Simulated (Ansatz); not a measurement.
`C[Si](N)(S)Cl` + `BOCO` → `C[Si](O)(S)Cl` + `BOCN`  (redistribution)

Calculated with Ansatz (gas phase, PBE0-D4/def2-TZVP geometries, no zero-point term in ΔE). CCSD(T)/CBS adds triple-zeta CCSD(T) − MP2 to the extrapolated MP2 energy (def2 sets, frozen cores). DFT in def2-TZVPP. One conformer a species, not always the lowest.

`C[Si](N)(S)Cl`:

Z-matrix (Å, degrees):
```
C
Si 1 1.852
H 1 1.092 2 110.5
H 1 1.093 2 110.6 3 -120.3
H 1 1.091 2 110.2 3 120.2
N 2 1.702 1 109.1 3 60.9
S 2 2.130 1 115.2 3 -61.2
Cl 2 2.073 1 107.3 3 -174.4
H 6 1.008 2 119.7 1 -173.7
H 6 1.008 2 120.0 1 41.5
H 7 1.345 2 93.2 1 69.2
```

`BOCO`:

Z-matrix (Å, degrees):
```
C
O 1 1.416
O 1 1.382 2 111.0
H 1 1.096 2 106.2 3 -122.2
H 1 1.093 2 110.1 3 118.1
B 2 1.344 1 121.5 3 -104.2
H 3 0.962 1 108.8 2 -65.4
H 6 1.202 2 120.0 1 -2.9
H 6 1.196 2 117.0 1 177.8
```

`C[Si](O)(S)Cl`:

Cartesian coordinates in Å:
```
C -1.031 0.923 -0.231
Si 0.103 -0.423 0.319
O 1.346 0.299 1.094
S 0.780 -1.708 -1.242
Cl -0.888 -1.717 1.576
H -1.354 1.512 0.630
H -1.909 0.504 -0.724
H -0.519 1.587 -0.932
H 2.060 -0.265 1.399
H 1.412 -0.712 -1.889
```

`BOCN`:

Z-matrix (Å, degrees):
```
C
O 1 1.440
N 1 1.414 2 113.7
H 1 1.094 2 108.5 3 -122.5
H 1 1.092 2 106.0 3 120.1
B 2 1.339 1 121.9 3 118.5
H 3 1.011 1 112.2 2 -63.4
H 3 1.011 1 112.0 2 59.4
H 6 1.205 2 120.2 1 0.1
H 6 1.197 2 117.4 1 -179.6
```

```json
{"level": "PBE-D4", "ΔE (kJ/mol)": "-56.2"}
{"level": "PBE0", "ΔE (kJ/mol)": "-56.2"}
{"level": "HF/def2-QZVPP", "ΔE (kJ/mol)": "-55.2"}
{"level": "CCSD/CBS(def2)", "ΔE (kJ/mol)": "-56.7"}
```

Q: What does CCSD(T)/CBS give? (Best estimate.)

A: Ansatz gave: -57.0 kJ/mol. The listed levels differ from it by 0.8, 0.8, 1.8, 0.3 kJ/mol.

Largest T1 diagnostic among the species: 0.013.
